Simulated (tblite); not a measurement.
A geometry optimisation, step by step.

Species: C7H9O (doublet state).
Numbering: `[OH:1][C@@H:2]1[CH2:3][C@@H:4]2[CH2:5][CH:6]=[C:7][C@H:8]12` (hydrogens: H9 on O1; H10 on C2; H11, H12 on C3; H13 on C4; H14, H15 on C5; H16 on C6; H17 on C8)
Bond orders are those of one Lewis drawing.

Computed with GFN2-xTB (tblite), gas phase: L-BFGS steps from a force-field or distance-geometry start until the largest atomic force falls under 0.01 eV/Å. 6 of its 108 geometries are shown.

Step 0: E = -639.1153 eV, largest atomic force 2.962 eV/Å
```
atom  x, y, z in Å  |  force x, y, z in eV/Å
O1     -1.656    1.005    0.774   -1.583   1.421   0.259
C2     -1.435    0.066   -0.209   -1.836   0.247  -0.461
C3     -0.804   -1.244    0.232   -0.248  -0.312   0.309
C4      0.481   -0.754   -0.399    1.350  -2.281   0.607
C5      1.478   -0.234    0.627    0.992  -0.114   0.293
C6      1.528    1.225    0.310    0.005   1.608  -0.323
C7      0.601    1.557   -0.579    0.870  -0.146   0.989
C8     -0.213    0.414   -1.001    0.280   0.929  -2.799
H9     -2.129    1.761    0.312    0.870  -0.962   1.009
H10    -2.348   -0.066   -0.835    0.178  -0.053   0.255
H11    -0.747   -1.379    1.326   -0.276  -0.198  -0.617
H12    -1.226   -2.090   -0.327   -0.033   0.104   0.595
H13     0.957   -1.468   -1.075    0.027   0.030  -0.081
H14     2.482   -0.689    0.466   -0.546   0.189   0.476
H15     1.131   -0.347    1.679    0.348  -0.191  -0.620
H16     2.258    1.886    0.793   -0.494  -0.347  -0.333
H17    -0.365    0.368   -2.102    0.095   0.075   0.444
```

Step 21: E = -639.6072 eV, largest atomic force 0.095 eV/Å
```
atom  x, y, z in Å  |  force x, y, z in eV/Å
O1     -1.830    0.900    0.796   -0.008   0.050  -0.048
C2     -1.498    0.075   -0.283   -0.027  -0.035   0.020
C3     -0.845   -1.226    0.218    0.027   0.008   0.007
C4      0.507   -0.808   -0.375   -0.017  -0.016  -0.013
C5      1.541   -0.222    0.608    0.007  -0.024   0.004
C6      1.529    1.270    0.312    0.003   0.015  -0.013
C7      0.597    1.558   -0.559   -0.020  -0.090   0.023
C8     -0.186    0.419   -1.053   -0.078  -0.004   0.009
H9     -1.977    1.799    0.481    0.042  -0.009  -0.017
H10    -2.369   -0.063   -0.942    0.029  -0.017   0.010
H11    -0.869   -1.305    1.303    0.005   0.002  -0.016
H12    -1.262   -2.129   -0.226    0.009   0.070   0.011
H13     0.956   -1.534   -1.050    0.001  -0.011  -0.029
H14     2.537   -0.644    0.461    0.006   0.026  -0.005
H15     1.244   -0.392    1.645    0.015  -0.017   0.008
H16     2.219    1.939    0.790   -0.005   0.030   0.039
H17    -0.302    0.376   -2.135    0.012   0.022   0.010
```

Step 43: E = -639.6616 eV, largest atomic force 0.297 eV/Å
```
atom  x, y, z in Å  |  force x, y, z in eV/Å
O1     -2.060    0.990    0.535    0.047   0.292   0.022
C2     -1.540    0.046   -0.353   -0.070   0.068   0.016
C3     -0.851   -1.176    0.298    0.044   0.000  -0.066
C4      0.481   -0.823   -0.376    0.089   0.133  -0.072
C5      1.572   -0.246    0.548    0.039   0.042   0.033
C6      1.415    1.264    0.427   -0.034  -0.051   0.005
C7      0.491    1.549   -0.453   -0.078   0.014   0.035
C8     -0.214    0.411   -1.058    0.077  -0.070  -0.016
H9     -1.498    1.783    0.510   -0.036  -0.237   0.083
H10    -2.341   -0.216   -1.050   -0.045  -0.146  -0.045
H11    -0.833   -1.151    1.387   -0.034   0.105  -0.051
H12    -1.274   -2.122   -0.028   -0.013  -0.074   0.005
H13     0.876   -1.591   -1.043   -0.083   0.086   0.015
H14     2.575   -0.521    0.213   -0.004  -0.074   0.076
H15     1.433   -0.572    1.580    0.077  -0.012  -0.010
H16     2.022    1.942    1.000    0.007  -0.028  -0.042
H17    -0.262    0.444   -2.146    0.015  -0.047   0.014
```

Step 64: E = -639.7367 eV, largest atomic force 0.091 eV/Å
```
atom  x, y, z in Å  |  force x, y, z in eV/Å
O1     -2.171    1.030    0.339    0.055   0.013  -0.009
C2     -1.556    0.050   -0.435    0.005  -0.018  -0.017
C3     -0.854   -1.101    0.328    0.007   0.000   0.001
C4      0.474   -0.808   -0.386    0.015   0.013   0.034
C5      1.590   -0.255    0.521    0.005   0.033   0.013
C6      1.401    1.252    0.438    0.036   0.032  -0.033
C7      0.480    1.548   -0.443   -0.013   0.002   0.005
C8     -0.200    0.421   -1.091    0.017  -0.021   0.009
H9     -1.475    1.510    0.814   -0.080  -0.036  -0.025
H10    -2.305   -0.289   -1.153   -0.033  -0.024   0.026
H11    -0.821   -0.918    1.401    0.005   0.003  -0.004
H12    -1.265   -2.093    0.156   -0.028   0.025  -0.049
H13     0.820   -1.601   -1.047   -0.031   0.026   0.020
H14     2.587   -0.521    0.162   -0.017  -0.006  -0.003
H15     1.488   -0.612    1.548    0.024  -0.016  -0.008
H16     1.994    1.934    1.018    0.044  -0.016   0.027
H17    -0.194    0.463   -2.179   -0.009  -0.010   0.014
```

Step 86: E = -639.7412 eV, largest atomic force 0.021 eV/Å
```
atom  x, y, z in Å  |  force x, y, z in eV/Å
O1     -2.211    1.021    0.310    0.013   0.004   0.015
C2     -1.559    0.046   -0.440   -0.008   0.002   0.002
C3     -0.858   -1.096    0.334   -0.007   0.005   0.000
C4      0.472   -0.800   -0.373   -0.005  -0.002  -0.010
C5      1.601   -0.254    0.521   -0.003  -0.006   0.002
C6      1.432    1.256    0.428   -0.001  -0.002  -0.006
C7      0.489    1.555   -0.429   -0.004   0.011   0.003
C8     -0.198    0.429   -1.076   -0.009   0.013  -0.004
H9     -1.545    1.494    0.829   -0.016  -0.008  -0.009
H10    -2.292   -0.309   -1.167   -0.002  -0.007   0.002
H11    -0.832   -0.917    1.408   -0.004   0.011  -0.003
H12    -1.270   -2.086    0.150    0.005   0.006   0.003
H13     0.806   -1.590   -1.041    0.013  -0.016   0.002
H14     2.589   -0.539    0.152    0.008   0.006   0.003
H15     1.506   -0.602    1.551    0.011  -0.013   0.008
H16     2.048    1.928    0.996   -0.001  -0.007  -0.002
H17    -0.187    0.474   -2.164    0.010   0.001  -0.004
```

Step 107: E = -639.7425 eV, largest atomic force 0.010 eV/Å
```
atom  x, y, z in Å  |  force x, y, z in eV/Å
O1     -2.253    1.014    0.266    0.009   0.003   0.003
C2     -1.562    0.041   -0.452   -0.002  -0.002  -0.001
C3     -0.854   -1.074    0.354    0.001   0.001   0.000
C4      0.470   -0.799   -0.376    0.002   0.000   0.002
C5      1.619   -0.271    0.501    0.004  -0.001   0.002
C6      1.432    1.239    0.455    0.002   0.001   0.002
C7      0.481    1.552   -0.387   -0.003   0.002  -0.003
C8     -0.197    0.439   -1.067   -0.003   0.003  -0.001
H9     -1.611    1.508    0.793   -0.005  -0.003  -0.002
H10    -2.270   -0.345   -1.188    0.002  -0.001  -0.003
H11    -0.815   -0.847    1.419    0.002  -0.003   0.001
H12    -1.266   -2.071    0.218   -0.001   0.002   0.002
H13     0.779   -1.597   -1.047   -0.001   0.000   0.002
H14     2.598   -0.532    0.093    0.001  -0.003  -0.003
H15     1.562   -0.654    1.522   -0.002  -0.001   0.002
H16     2.046    1.900    1.038    0.000   0.001   0.002
H17    -0.168    0.509   -2.153   -0.003   0.001  -0.004
```

Problem. Summarise the path.

Solution. The energy falls by 60.52 kJ/mol from step 0 to step 107; nine tenths of that is first reached at step 46. It rises by more than 0.2 meV at steps 44, 47 and 50. The largest force goes from 2.962 to 0.010 eV/Å. Among the bonds C4–C8 changes most, from 1.486 to 1.567 Å; the atoms move by 0.414 Å rms after alignment.

Problem. Follow the three bonds and two angles with the largest change from start to end.

Solution. 
```json
{"step": "0", "E above end (kJ/mol)": "60.52", "largest force (eV/Å)": "2.962", "C4–C8 (Å)": "1.486", "C2–C8 (Å)": "1.497", "O1–H9 (Å)": "1.004", "O1–C2–C8 (°)": "110.5", "H11–C3–H12 (°)": "115.4"}
{"step": "5", "E above end (kJ/mol)": "18.99", "largest force (eV/Å)": "0.273", "C4–C8 (Å)": "1.562", "C2–C8 (Å)": "1.562", "O1–H9 (Å)": "0.965", "O1–C2–C8 (°)": "115.7", "H11–C3–H12 (°)": "108.4"}
{"step": "9", "E above end (kJ/mol)": "15.85", "largest force (eV/Å)": "0.219", "C4–C8 (Å)": "1.569", "C2–C8 (Å)": "1.560", "O1–H9 (Å)": "0.966", "O1–C2–C8 (°)": "115.8", "H11–C3–H12 (°)": "109.1"}
{"step": "14", "E above end (kJ/mol)": "13.87", "largest force (eV/Å)": "0.164", "C4–C8 (Å)": "1.562", "C2–C8 (Å)": "1.558", "O1–H9 (Å)": "0.963", "O1–C2–C8 (°)": "117.2", "H11–C3–H12 (°)": "110.2"}
{"step": "19", "E above end (kJ/mol)": "13.23", "largest force (eV/Å)": "0.067", "C4–C8 (Å)": "1.567", "C2–C8 (Å)": "1.558", "O1–H9 (Å)": "0.963", "O1–C2–C8 (°)": "116.9", "H11–C3–H12 (°)": "110.0"}
{"step": "23", "E above end (kJ/mol)": "12.91", "largest force (eV/Å)": "0.069", "C4–C8 (Å)": "1.563", "C2–C8 (Å)": "1.557", "O1–H9 (Å)": "0.964", "O1–C2–C8 (°)": "116.6", "H11–C3–H12 (°)": "109.5"}
{"step": "28", "E above end (kJ/mol)": "12.17", "largest force (eV/Å)": "0.124", "C4–C8 (Å)": "1.567", "C2–C8 (Å)": "1.555", "O1–H9 (Å)": "0.965", "O1–C2–C8 (°)": "115.8", "H11–C3–H12 (°)": "110.2"}
{"step": "33", "E above end (kJ/mol)": "11.48", "largest force (eV/Å)": "0.072", "C4–C8 (Å)": "1.566", "C2–C8 (Å)": "1.550", "O1–H9 (Å)": "0.964", "O1–C2–C8 (°)": "115.9", "H11–C3–H12 (°)": "109.9"}
{"step": "37", "E above end (kJ/mol)": "10.52", "largest force (eV/Å)": "0.163", "C4–C8 (Å)": "1.562", "C2–C8 (Å)": "1.550", "O1–H9 (Å)": "0.967", "O1–C2–C8 (°)": "115.7", "H11–C3–H12 (°)": "109.1"}
{"step": "42", "E above end (kJ/mol)": "8.33", "largest force (eV/Å)": "0.253", "C4–C8 (Å)": "1.573", "C2–C8 (Å)": "1.544", "O1–H9 (Å)": "0.970", "O1–C2–C8 (°)": "116.7", "H11–C3–H12 (°)": "109.1"}
{"step": "47", "E above end (kJ/mol)": "13.26", "largest force (eV/Å)": "2.471", "C4–C8 (Å)": "1.571", "C2–C8 (Å)": "1.546", "O1–H9 (Å)": "1.047", "O1–C2–C8 (°)": "117.7", "H11–C3–H12 (°)": "109.6"}
{"step": "51", "E above end (kJ/mol)": "3.91", "largest force (eV/Å)": "0.350", "C4–C8 (Å)": "1.569", "C2–C8 (Å)": "1.548", "O1–H9 (Å)": "0.976", "O1–C2–C8 (°)": "116.9", "H11–C3–H12 (°)": "109.5"}
{"step": "56", "E above end (kJ/mol)": "1.58", "largest force (eV/Å)": "0.122", "C4–C8 (Å)": "1.568", "C2–C8 (Å)": "1.551", "O1–H9 (Å)": "0.969", "O1–C2–C8 (°)": "116.6", "H11–C3–H12 (°)": "109.7"}
{"step": "60", "E above end (kJ/mol)": "0.97", "largest force (eV/Å)": "0.082", "C4–C8 (Å)": "1.567", "C2–C8 (Å)": "1.553", "O1–H9 (Å)": "0.966", "O1–C2–C8 (°)": "117.1", "H11–C3–H12 (°)": "109.2"}
{"step": "65", "E above end (kJ/mol)": "0.47", "largest force (eV/Å)": "0.062", "C4–C8 (Å)": "1.569", "C2–C8 (Å)": "1.550", "O1–H9 (Å)": "0.968", "O1–C2–C8 (°)": "116.7", "H11–C3–H12 (°)": "108.7"}
{"step": "70", "E above end (kJ/mol)": "0.22", "largest force (eV/Å)": "0.039", "C4–C8 (Å)": "1.568", "C2–C8 (Å)": "1.550", "O1–H9 (Å)": "0.966", "O1–C2–C8 (°)": "117.1", "H11–C3–H12 (°)": "109.0"}
{"step": "74", "E above end (kJ/mol)": "0.17", "largest force (eV/Å)": "0.015", "C4–C8 (Å)": "1.568", "C2–C8 (Å)": "1.551", "O1–H9 (Å)": "0.967", "O1–C2–C8 (°)": "117.2", "H11–C3–H12 (°)": "109.1"}
{"step": "79", "E above end (kJ/mol)": "0.16", "largest force (eV/Å)": "0.013", "C4–C8 (Å)": "1.568", "C2–C8 (Å)": "1.551", "O1–H9 (Å)": "0.967", "O1–C2–C8 (°)": "117.3", "H11–C3–H12 (°)": "109.0"}
{"step": "84", "E above end (kJ/mol)": "0.14", "largest force (eV/Å)": "0.021", "C4–C8 (Å)": "1.567", "C2–C8 (Å)": "1.551", "O1–H9 (Å)": "0.967", "O1–C2–C8 (°)": "117.2", "H11–C3–H12 (°)": "109.0"}
{"step": "88", "E above end (kJ/mol)": "0.10", "largest force (eV/Å)": "0.022", "C4–C8 (Å)": "1.567", "C2–C8 (Å)": "1.550", "O1–H9 (Å)": "0.967", "O1–C2–C8 (°)": "117.4", "H11–C3–H12 (°)": "109.0"}
{"step": "93", "E above end (kJ/mol)": "0.08", "largest force (eV/Å)": "0.016", "C4–C8 (Å)": "1.568", "C2–C8 (Å)": "1.550", "O1–H9 (Å)": "0.967", "O1–C2–C8 (°)": "117.4", "H11–C3–H12 (°)": "109.1"}
{"step": "98", "E above end (kJ/mol)": "0.05", "largest force (eV/Å)": "0.026", "C4–C8 (Å)": "1.567", "C2–C8 (Å)": "1.550", "O1–H9 (Å)": "0.967", "O1–C2–C8 (°)": "117.4", "H11–C3–H12 (°)": "109.0"}
{"step": "102", "E above end (kJ/mol)": "0.02", "largest force (eV/Å)": "0.016", "C4–C8 (Å)": "1.568", "C2–C8 (Å)": "1.550", "O1–H9 (Å)": "0.967", "O1–C2–C8 (°)": "117.4", "H11–C3–H12 (°)": "109.0"}
{"step": "107", "E above end (kJ/mol)": "0.00", "largest force (eV/Å)": "0.010", "C4–C8 (Å)": "1.567", "C2–C8 (Å)": "1.549", "O1–H9 (Å)": "0.967", "O1–C2–C8 (°)": "117.5", "H11–C3–H12 (°)": "109.1"}
```

The cost below is that of the whole relaxation. Time: 0.62 s of wall time. Hardware: one thread of an Arm Neoverse V1, shared host with 64 logical CPUs at a one-minute load of 22.
